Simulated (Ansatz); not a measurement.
Ansatz (an electronic-structure program) input (B3LYP/6-31G* with LANL2DZ past Ar): The .json file joins the Basis Set Exchange's 6-31G* for atoms up to Ar and LANL2DZ past it.

Ansatz 0.2 input:
```yaml
crystal:
  periodic: [false, false, false]
  atoms:
    - {symbol: Al, position_ang: [-0.00000000, -0.00000000, -1.11837648]}
    - {symbol: O, position_ang: [-0.00000000, -0.00000000, -2.84423596]}
    - {symbol: Br, position_ang: [0.00000000, 0.00000000, 1.06550806]}
basis:
  gaussian:
    orbitals: 6-31Gs+LANL2DZ.json
hamiltonian:
  xc: {name: B3LYP}
total_charge: 1
magnetization: {spin_polarized: true, initial_magnetization: 1}
phonons: {temperatures: {t_min: 298.15, t_max: 298.15, t_step: 100}}
```

Output:

```
Functional definition: B3LYP
integrals: 0.01 GiB planned
446 factors; integrals over basis functions are off by at most 3.4e-4 eV
mean field: 0.13 GiB planned
mean field evaluation 1: about -8966.2872 eV, gradient 7.3e1 eV
mean field evaluation 2: about -8750.8472 eV, gradient 1.4e2 eV
mean field evaluation 4: about -8975.5889 eV, gradient 5.6e1 eV
mean field evaluation 8: about -8993.3911 eV, gradient 1.4e0 eV
mean field evaluation 16: about -8993.4140 eV, gradient 1.0e-4 eV
mean field -8993.41401107 eV, -330.5018689518 hartree, gradient 1.6e-5 eV, S^2 0.754142; 1 other end points of the search recorded, 0 dependent functions left out
the calculation of the forces begins
reference -8993.41422506 eV, -330.5018768160 hartree; 14, 13 occupied and 28, 29 virtual orbitals, 446 factors
these checks for a lower state are left out or cut short: stability, starts, cluster_reference, orbital_swaps, neighbouring_geometries, increment
integrals: 0.01 GiB planned
446 factors; integrals over basis functions are off by at most 3.4e-4 eV
mean field: 0.13 GiB planned
mean field -8993.41400788 eV, -330.5018688346 hartree, gradient 1.4e-6 eV, S^2 0.754142; 0 other end points of the search recorded, 0 dependent functions left out
the calculation of the forces begins
reference -8993.41422187 eV, -330.5018766988 hartree; 14, 13 occupied and 28, 29 virtual orbitals, 446 factors
these checks for a lower state are left out or cut short: stability, starts, cluster_reference, orbital_swaps, neighbouring_geometries, increment
integrals: 0.01 GiB planned
446 factors; integrals over basis functions are off by at most 3.4e-4 eV
mean field: 0.13 GiB planned
mean field evaluation 32: about -8993.4046 eV, gradient 7.6e-2 eV
mean field -8993.41400788 eV, -330.5018688346 hartree, gradient 1.4e-6 eV, S^2 0.754142; 0 other end points of the search recorded, 0 dependent functions left out
the calculation of the forces begins
reference -8993.41422187 eV, -330.5018766988 hartree; 14, 13 occupied and 28, 29 virtual orbitals, 446 factors
these checks for a lower state are left out or cut short: stability, starts, cluster_reference, orbital_swaps, neighbouring_geometries, increment
integrals: 0.01 GiB planned
446 factors; integrals over basis functions are off by at most 3.4e-4 eV
mean field: 0.13 GiB planned
mean field -8993.41400755 eV, -330.5018688225 hartree, gradient 2.5e-6 eV, S^2 0.754142; 0 other end points of the search recorded, 0 dependent functions left out
the calculation of the forces begins
reference -8993.41422155 eV, -330.5018766867 hartree; 14, 13 occupied and 28, 29 virtual orbitals, 446 factors
these checks for a lower state are left out or cut short: stability, starts, cluster_reference, orbital_swaps, neighbouring_geometries, increment
integrals: 0.01 GiB planned
446 factors; integrals over basis functions are off by at most 3.4e-4 eV
mean field: 0.13 GiB planned
mean field -8993.41400755 eV, -330.5018688225 hartree, gradient 2.5e-6 eV, S^2 0.754142; 0 other end points of the search recorded, 0 dependent functions left out
the calculation of the forces begins
reference -8993.41422155 eV, -330.5018766867 hartree; 14, 13 occupied and 28, 29 virtual orbitals, 446 factors
these checks for a lower state are left out or cut short: stability, starts, cluster_reference, orbital_swaps, neighbouring_geometries, increment
integrals: 0.01 GiB planned
446 factors; integrals over basis functions are off by at most 3.4e-4 eV
mean field: 0.13 GiB planned
mean field -8993.41387611 eV, -330.5018639922 hartree, gradient 1.3e-6 eV, S^2 0.754158; 0 other end points of the search recorded, 0 dependent functions left out
the calculation of the forces begins
reference -8993.41409008 eV, -330.5018718555 hartree; 14, 13 occupied and 28, 29 virtual orbitals, 446 factors
these checks for a lower state are left out or cut short: stability, starts, cluster_reference, orbital_swaps, neighbouring_geometries, increment
integrals: 0.01 GiB planned
446 factors; integrals over basis functions are off by at most 3.4e-4 eV
mean field: 0.13 GiB planned
mean field evaluation 64: about -8993.4139 eV, gradient 1.0e-6 eV
mean field -8993.41387061 eV, -330.5018637901 hartree, gradient 1.1e-6 eV, S^2 0.754126; 0 other end points of the search recorded, 0 dependent functions left out
the calculation of the forces begins
reference -8993.41408463 eV, -330.5018716552 hartree; 14, 13 occupied and 28, 29 virtual orbitals, 446 factors
these checks for a lower state are left out or cut short: stability, starts, cluster_reference, orbital_swaps, neighbouring_geometries, increment
integrals: 0.01 GiB planned
446 factors; integrals over basis functions are off by at most 3.4e-4 eV
mean field: 0.13 GiB planned
mean field -8993.41401007 eV, -330.5018689153 hartree, gradient 2.6e-6 eV, S^2 0.754142; 0 other end points of the search recorded, 0 dependent functions left out
the calculation of the forces begins
reference -8993.41422407 eV, -330.5018767795 hartree; 14, 13 occupied and 28, 29 virtual orbitals, 446 factors
these checks for a lower state are left out or cut short: stability, starts, cluster_reference, orbital_swaps, neighbouring_geometries, increment
integrals: 0.01 GiB planned
446 factors; integrals over basis functions are off by at most 3.4e-4 eV
mean field: 0.13 GiB planned
mean field -8993.41401007 eV, -330.5018689153 hartree, gradient 2.6e-6 eV, S^2 0.754142; 0 other end points of the search recorded, 0 dependent functions left out
the calculation of the forces begins
reference -8993.41422407 eV, -330.5018767795 hartree; 14, 13 occupied and 28, 29 virtual orbitals, 446 factors
these checks for a lower state are left out or cut short: stability, starts, cluster_reference, orbital_swaps, neighbouring_geometries, increment
integrals: 0.01 GiB planned
446 factors; integrals over basis functions are off by at most 3.4e-4 eV
mean field: 0.13 GiB planned
mean field -8993.41400997 eV, -330.5018689115 hartree, gradient 1.4e-6 eV, S^2 0.754142; 0 other end points of the search recorded, 0 dependent functions left out
the calculation of the forces begins
reference -8993.41422397 eV, -330.5018767757 hartree; 14, 13 occupied and 28, 29 virtual orbitals, 446 factors
these checks for a lower state are left out or cut short: stability, starts, cluster_reference, orbital_swaps, neighbouring_geometries, increment
integrals: 0.01 GiB planned
446 factors; integrals over basis functions are off by at most 3.4e-4 eV
mean field: 0.13 GiB planned
mean field -8993.41400997 eV, -330.5018689115 hartree, gradient 1.4e-6 eV, S^2 0.754142; 0 other end points of the search recorded, 0 dependent functions left out
the calculation of the forces begins
reference -8993.41422397 eV, -330.5018767757 hartree; 14, 13 occupied and 28, 29 virtual orbitals, 446 factors
these checks for a lower state are left out or cut short: stability, starts, cluster_reference, orbital_swaps, neighbouring_geometries, increment
integrals: 0.01 GiB planned
446 factors; integrals over basis functions are off by at most 3.4e-4 eV
mean field: 0.13 GiB planned
mean field evaluation 96: about -8993.4139 eV, gradient 6.4e-2 eV
mean field -8993.41392680 eV, -330.5018658552 hartree, gradient 1.6e-6 eV, S^2 0.754119; 0 other end points of the search recorded, 0 dependent functions left out
the calculation of the forces begins
reference -8993.41414083 eV, -330.5018737205 hartree; 14, 13 occupied and 28, 29 virtual orbitals, 446 factors
these checks for a lower state are left out or cut short: stability, starts, cluster_reference, orbital_swaps, neighbouring_geometries, increment
integrals: 0.01 GiB planned
446 factors; integrals over basis functions are off by at most 3.4e-4 eV
mean field: 0.13 GiB planned
mean field -8993.41393001 eV, -330.5018659728 hartree, gradient 1.8e-6 eV, S^2 0.754165; 0 other end points of the search recorded, 0 dependent functions left out
the calculation of the forces begins
reference -8993.41414397 eV, -330.5018738358 hartree; 14, 13 occupied and 28, 29 virtual orbitals, 446 factors
these checks for a lower state are left out or cut short: stability, starts, cluster_reference, orbital_swaps, neighbouring_geometries, increment
integrals: 0.01 GiB planned
446 factors; integrals over basis functions are off by at most 3.4e-4 eV
mean field: 0.13 GiB planned
mean field -8993.41401045 eV, -330.5018689289 hartree, gradient 3.0e-6 eV, S^2 0.754142; 0 other end points of the search recorded, 0 dependent functions left out
the calculation of the forces begins
reference -8993.41422444 eV, -330.5018767931 hartree; 14, 13 occupied and 28, 29 virtual orbitals, 446 factors
these checks for a lower state are left out or cut short: stability, starts, cluster_reference, orbital_swaps, neighbouring_geometries, increment
integrals: 0.01 GiB planned
446 factors; integrals over basis functions are off by at most 3.4e-4 eV
mean field: 0.13 GiB planned
mean field -8993.41401045 eV, -330.5018689289 hartree, gradient 3.0e-6 eV, S^2 0.754142; 0 other end points of the search recorded, 0 dependent functions left out
the calculation of the forces begins
reference -8993.41422444 eV, -330.5018767931 hartree; 14, 13 occupied and 28, 29 virtual orbitals, 446 factors
these checks for a lower state are left out or cut short: stability, starts, cluster_reference, orbital_swaps, neighbouring_geometries, increment
integrals: 0.01 GiB planned
446 factors; integrals over basis functions are off by at most 3.4e-4 eV
mean field: 0.13 GiB planned
mean field evaluation 128: about -8993.4140 eV, gradient 1.5e-6 eV
mean field -8993.41401038 eV, -330.5018689266 hartree, gradient 1.5e-6 eV, S^2 0.754142; 0 other end points of the search recorded, 0 dependent functions left out
the calculation of the forces begins
reference -8993.41422438 eV, -330.5018767908 hartree; 14, 13 occupied and 28, 29 virtual orbitals, 446 factors
these checks for a lower state are left out or cut short: stability, starts, cluster_reference, orbital_swaps, neighbouring_geometries, increment
integrals: 0.01 GiB planned
446 factors; integrals over basis functions are off by at most 3.4e-4 eV
mean field: 0.13 GiB planned
mean field -8993.41401038 eV, -330.5018689266 hartree, gradient 1.5e-6 eV, S^2 0.754142; 0 other end points of the search recorded, 0 dependent functions left out
the calculation of the forces begins
reference -8993.41422438 eV, -330.5018767908 hartree; 14, 13 occupied and 28, 29 virtual orbitals, 446 factors
these checks for a lower state are left out or cut short: stability, starts, cluster_reference, orbital_swaps, neighbouring_geometries, increment
integrals: 0.01 GiB planned
446 factors; integrals over basis functions are off by at most 3.4e-4 eV
mean field: 0.13 GiB planned
mean field -8993.41395554 eV, -330.5018669110 hartree, gradient 2.3e-6 eV, S^2 0.754149; 0 other end points of the search recorded, 0 dependent functions left out
the calculation of the forces begins
reference -8993.41416952 eV, -330.5018747749 hartree; 14, 13 occupied and 28, 29 virtual orbitals, 446 factors
these checks for a lower state are left out or cut short: stability, starts, cluster_reference, orbital_swaps, neighbouring_geometries, increment
integrals: 0.01 GiB planned
446 factors; integrals over basis functions are off by at most 3.4e-4 eV
mean field: 0.13 GiB planned
mean field -8993.41395786 eV, -330.5018669965 hartree, gradient 1.5e-6 eV, S^2 0.754135; 0 other end points of the search recorded, 0 dependent functions left out
the calculation of the forces begins
reference -8993.41417187 eV, -330.5018748610 hartree; 14, 13 occupied and 28, 29 virtual orbitals, 446 factors
Total energy: -8993.41422506 eV, -330.5018768160 hartree
Atom 0 at    -0.000000    -0.000000    -1.118376 Å, force    -0.000000     0.000000     0.001046 eV/Å
Atom 1 at    -0.000000    -0.000000    -2.844236 Å, force     0.000000    -0.000000    -0.000502 eV/Å
Atom 2 at     0.000000     0.000000     1.065508 Å, force     0.000000    -0.000000    -0.000544 eV/Å
Dipole moment:     0.000000    -0.000000    -0.654228 e Å
Vibrations: 127.95 134.40 388.88 895.39 cm⁻¹, zero-point energy 0.095879 eV
```

The blocks after the first are displaced geometries, from whose forces the wavenumbers follow.

The dipole moment of an ion depends on the origin.
